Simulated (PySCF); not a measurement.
# Bromine: a sound run and one with changed settings

Sound run: Br(2+) [Ar] 3d10 4s2 4p3, Br(3+) [Ar] 3d10 4s2 4p2. Computed with PySCF 2.14 in x2c-TZVPall (6s5p4d1f, 48 functions), with the spin-free X2C one-electron Hamiltonian (Gaussian nucleus). In the sound run the correlated levels freeze [Ar] 3d10. The sound run starts from symmetry-adapted Hartree-Fock orbitals and uses a fine grid where one is needed.

A second run was set up differently.

```json
{"species": "Br(2+)", "method": "MP2", "sound run (hartree)": "-2603.35540", "changed run (hartree)": "-2603.54154", "converged": "yes"}
{"species": "Br(3+)", "method": "MP2", "sound run (hartree)": "-2602.06280", "changed run (hartree)": "-2602.24615", "converged": "yes"}
```

Ionisation energy of Br(2+):

```tsv
method	sound run (eV)	changed run (eV)
UHF	34.651	34.651
MP2	35.173	35.249
SCS-MP2	35.018	35.068
```

Task: What was changed?
A. level shift left on
B. a valence shell is frozen
C. too few SCF iterations
D. all electrons correlated in a valence basis

Result: D. A valence basis has no tight correlating functions, so it recovers only part of the core correlation, and not evenly between atom and ion.
